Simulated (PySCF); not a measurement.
**Radial density of As (arsenic, neutral)**

UHF, [Ar] 3d10 4s2 4p3, high-spin 4S determinant. Calculation: PySCF 2.14, in cc-pVDZ-DK (5s4p2d, 27 functions); the spin-free X2C one-electron Hamiltonian (Gaussian nucleus).

| r (bohr) | 4πr²ρ (e/bohr) | 4πr²(ρα − ρβ) |
| --- | --- | --- |
| 0.00102 | 0.5221 | 0.0000 |
| 0.00171 | 1.255 | 0.0000 |
| 0.00288 | 2.969 | 0.0000 |
| 0.00485 | 6.752 | -0.0001 |
| 0.00815 | 14.20 | -0.0001 |
| 0.0137 | 26.07 | 0.0004 |
| 0.0231 | 38.12 | 0.0031 |
| 0.0388 | 39.46 | 0.0156 |
| 0.0653 | 32.81 | 0.0496 |
| 0.110 | 42.97 | 0.0746 |
| 0.185 | 42.27 | 0.0018 |
| 0.311 | 24.35 | 0.0555 |
| 0.522 | 30.97 | 0.1428 |
| 0.879 | 12.77 | 0.0318 |
| 1.48 | 3.398 | 1.0176 |
| 2.49 | 1.899 | 1.2236 |
| 4.18 | 0.3095 | 0.2640 |
| 7.03 | 0.001979 | 0.0019 |

Densities and radii are taken from the X2C orbitals without a picture-change correction, which distorts them close to the nucleus.
